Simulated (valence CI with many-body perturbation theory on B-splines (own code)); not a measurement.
## Mn+: E2, M1 decay

Method: relativistic CI+MBPT: six valence electrons over a frozen Dirac-Fock core [Ar], a basis of 7 s, 7 p, 8 d, 6 f, 4 g, 1 h functions for each j, with the one-electron correlation potential Σ1 (screened to all orders), the two-electron term Σ2, the three-electron term Σ3, Breit, model QED; selected single and double excitations, second order for the rest, scaled by the run's own slope (own B-spline code, finite nucleus).

Against 11 measured levels this calculation errs by 2032 cm⁻¹ on average and by 3903 at most. These come from a selection out of the NIST Handbook of Basic Atomic Spectroscopic Data. Levels without a partner in it may be off by more, other configurations by 1,000 to 4,000 cm⁻¹. Among the levels kept, up to 3200 cm⁻¹ of a level comes from second order outside the variational space, and about a tenth of that is noise between levels of different J, which matters for small intervals. Only levels of the ground parity were solved; by the run's estimate the other parity begins above the list, which can be wrong where configurations are misplaced.

Lines 1 to 50 of 83 in falling wavelength, among levels below 34399 cm⁻¹, chosen from the decays that carry over 1 % of a level's rate. Wavelengths and rates use the calculated energies, so an error of 2000 cm⁻¹ moves a line at 1460 nm by 29 % and its rate by three times that or more. Electric multipoles are in the length gauge, E1 and E2 with the static RPA response of the core. S is in atomic units (e²a₀⁴ for E2 and M2, e²a₀⁶ for E3), for M1 in squared Bohr magnetons. Weak lines are less certain than strong ones. Lines between different terms over intervals too small for the method are left out, as are lines whose strength nearly cancels and 19 of this kind that miss the measured wavelength by over 7 %. The highest levels of a list are the least certain.

Names give the largest LS component (configuration and term), which can be under half, so a name can repeat, a term be missing and a line seem to break the LS rules; names also repeat where a configuration has a term twice.

| λ vac (nm) | Upper | Lower | Type | A (s⁻¹) | S (a.u.) |
| --- | --- | --- | --- | --- | --- |
| 98560 | 3d⁶ ³H_4 | 3d⁶ ³H_5 | M1 | 3.37e-05 | 1.08e+01 |
| 68030 | 3d⁶ ³H_5 | 3d⁶ ³H_6 | M1 | 8.37e-05 | 1.08e+01 |
| 51510 | 3d⁶ ⁵D_2 | 3d⁶ ⁵D_3 | M1 | 4.75e-04 | 1.20e+01 |
| 16130 | 3d⁶ ³P_1 | 3d⁶ ³P_2 | M1 | 5.36e-03 | 2.50e+00 |
| 4252 | 3d⁵4s ⁵D_4 | 3d⁵4s ⁵P_3 | M1 | 1.11e-02 | 2.85e-01 |
| 4216 | 3d⁵4s ⁵D_1 | 3d⁵4s ⁵P_1 | M1 | 8.70e-03 | 7.25e-02 |
| 4170 | 3d⁵4s ⁵D_0 | 3d⁵4s ⁵P_1 | M1 | 2.72e-02 | 7.31e-02 |
| 4111 | 3d⁵4s ⁵D_2 | 3d⁵4s ⁵P_2 | M1 | 7.09e-03 | 9.13e-02 |
| 4083 | 3d⁵4s ⁵D_1 | 3d⁵4s ⁵P_2 | M1 | 1.26e-02 | 9.54e-02 |
| 4066 | 3d⁵4s ⁵D_3 | 3d⁵4s ⁵P_3 | M1 | 4.10e-03 | 7.16e-02 |
| 4041 | 3d⁵4s ⁵D_2 | 3d⁵4s ⁵P_3 | M1 | 5.17e-03 | 6.33e-02 |
| 3989 | 3d⁵4s ³G_3 | 3d⁵4s ⁵P_2 | M1 | 6.80e-06 | 1.12e-04 |
| 3965 | 3d⁵4s ³G_4 | 3d⁵4s ⁵P_3 | M1 | 4.98e-05 | 1.04e-03 |
| 1742 | 3d⁵4s ³G_4 | 3d⁵4s ⁵G_5 | M1 | 1.86e-05 | 3.29e-05 |
| 1742 | 3d⁵4s ³G_3 | 3d⁵4s ⁵G_2 | M1 | 2.74e-05 | 3.76e-05 |
| 1728 | 3d⁵4s ³G_3 | 3d⁵4s ⁵G_4 | M1 | 2.18e-05 | 2.91e-05 |
| 1460 | 3d⁶ ³H_6 | 3d⁵4s ⁵G_6 | M1 | 2.14e-04 | 3.22e-04 |
| 1455 | 3d⁶ ³H_6 | 3d⁵4s ⁵G_5 | M1 | 5.98e-05 | 8.89e-05 |
| 1429 | 3d⁶ ³H_5 | 3d⁵4s ⁵G_6 | M1 | 6.87e-06 | 8.19e-06 |
| 1425 | 3d⁶ ³H_5 | 3d⁵4s ⁵G_5 | M1 | 1.34e-04 | 1.58e-04 |
| 1420 | 3d⁶ ³H_5 | 3d⁵4s ⁵G_4 | M1 | 8.32e-05 | 9.72e-05 |
| 1406 | 3d⁶ ³H_4 | 3d⁵4s ⁵G_3 | M1 | 6.43e-05 | 5.97e-05 |
| 1400 | 3d⁶ ³H_4 | 3d⁵4s ⁵G_4 | M1 | 5.95e-05 | 5.45e-05 |
| 877.8 | 3d⁵4s ⁵P_2 | 3d⁶ ⁵D_0 | E2 | 4.55e-03 | 1.06e+00 |
| 869.8 | 3d⁵4s ⁵P_2 | 3d⁶ ⁵D_1 | E2 | 1.19e-02 | 2.64e+00 |
| 864.0 | 3d⁵4s ⁵P_1 | 3d⁶ ⁵D_1 | E2 | 3.60e-03 | 4.65e-01 |
| 862.9 | 3d⁵4s ⁵P_3 | 3d⁶ ⁵D_2 | E2 | 6.10e-03 | 1.82e+00 |
| 859.8 | 3d⁵4s ⁵P_2 | 3d⁶ ⁵D_2 | E2 | 1.18e-02 | 2.48e+00 |
| 854.1 | 3d⁵4s ⁵P_1 | 3d⁶ ⁵D_2 | E2 | 1.93e-02 | 2.35e+00 |
| 848.7 | 3d⁵4s ⁵P_3 | 3d⁶ ⁵D_3 | E2 | 2.12e-02 | 5.83e+00 |
| 840.2 | 3d⁵4s ⁵P_1 | 3d⁶ ⁵D_3 | E2 | 4.90e-02 | 5.49e+00 |
| 832.8 | 3d⁵4s ⁵P_3 | 3d⁶ ⁵D_4 | E2 | 4.45e-02 | 1.12e+01 |
| 829.9 | 3d⁵4s ⁵P_2 | 3d⁶ ⁵D_4 | E2 | 4.17e-02 | 7.33e+00 |
| 723.4 | 3d⁵4s ⁵D_2 | 3d⁶ ⁵D_0 | E2 | 3.29e-02 | 2.91e+00 |
| 718.7 | 3d⁵4s ⁵D_3 | 3d⁶ ⁵D_1 | E2 | 2.57e-02 | 3.08e+00 |
| 717.9 | 3d⁵4s ⁵D_2 | 3d⁶ ⁵D_1 | E2 | 3.21e-02 | 2.73e+00 |
| 717.4 | 3d⁵4s ⁵D_4 | 3d⁶ ⁵D_2 | E2 | 1.01e-02 | 1.55e+00 |
| 717.0 | 3d⁵4s ⁵D_1 | 3d⁶ ⁵D_1 | E2 | 5.48e-02 | 2.78e+00 |
| 714.1 | 3d⁵4s ³G_3 | 3d⁶ ⁵D_1 | E2 | 4.04e-05 | 4.69e-03 |
| 711.9 | 3d⁵4s ⁵D_3 | 3d⁶ ⁵D_2 | E2 | 6.04e-02 | 6.90e+00 |
| 711.1 | 3d⁵4s ⁵D_2 | 3d⁶ ⁵D_2 | E2 | 2.43e-03 | 1.97e-01 |
| 710.2 | 3d⁵4s ⁵D_1 | 3d⁶ ⁵D_2 | E2 | 5.13e-02 | 2.48e+00 |
| 708.9 | 3d⁵4s ⁵D_0 | 3d⁶ ⁵D_2 | E2 | 1.58e-01 | 2.53e+00 |
| 708.7 | 3d⁵4s ³G_4 | 3d⁶ ⁵D_2 | E2 | 5.18e-05 | 7.44e-03 |
| 707.5 | 3d⁵4s ⁵D_4 | 3d⁶ ⁵D_3 | E2 | 5.22e-02 | 7.44e+00 |
| 707.3 | 3d⁵4s ³G_3 | 3d⁶ ⁵D_2 | E2 | 1.90e-04 | 2.11e-02 |
| 707.3 | 3d⁵4s ³G_3 | 3d⁶ ⁵D_2 | M1 | 6.89e-06 | 6.33e-07 |
| 702.1 | 3d⁵4s ⁵D_3 | 3d⁶ ⁵D_3 | E2 | 1.82e-02 | 1.94e+00 |
| 701.4 | 3d⁵4s ⁵D_2 | 3d⁶ ⁵D_3 | E2 | 7.51e-02 | 5.69e+00 |
| 700.6 | 3d⁵4s ⁵D_1 | 3d⁶ ⁵D_3 | E2 | 4.96e-02 | 2.24e+00 |
